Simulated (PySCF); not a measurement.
Si(GeH3)2(H)2 (Ge2H8Si), SMILES [GeH3][SiH2][GeH3].

Coordinates come from a PBE0-D3(BJ)/def2-SVP optimisation.

These are TDDFT-PBE/def2-SVPD (PySCF) values and carry that method's errors.

Vertical excitations. The molecule is in vacuum.

```
state  energy (eV)  λ (nm)      f                            main pairs
-----  -----------  ------  -----  ------------------------------------
S1            6.28     197  0.169      HOMO→LUMO 74 %, HOMO→LUMO+3 13 %
S2            6.42     193  0.031                      HOMO→LUMO+1 93 %
S3            6.53     190  0.000                      HOMO→LUMO+2 97 %
S4            6.59     188  0.067  HOMO→LUMO+3 72 %, HOMO−1→LUMO+1 21 %
S5            6.65     186  0.017                      HOMO−1→LUMO 96 %
S6            6.83     182  0.000                      HOMO→LUMO+4 92 %
S7            6.93     179  0.000  HOMO→LUMO+5 76 %, HOMO−1→LUMO+2 23 %
S8            6.99     177  0.449  HOMO−1→LUMO+1 67 %, HOMO→LUMO+3 11 %
S9            7.08     175  0.012                      HOMO−2→LUMO 91 %
S10           7.10     175  0.032                    HOMO−1→LUMO+3 92 %
T1            5.60     221      0                        HOMO→LUMO 98 %
T2            5.87     211      0                      HOMO→LUMO+1 97 %
T3            6.09     204      0                      HOMO→LUMO+2 97 %
T4            6.19     200      0                      HOMO−1→LUMO 97 %
```
Triplets are in the Tamm–Dancoff approximation, which puts them higher than full response would, so one can lie above its singlet here.
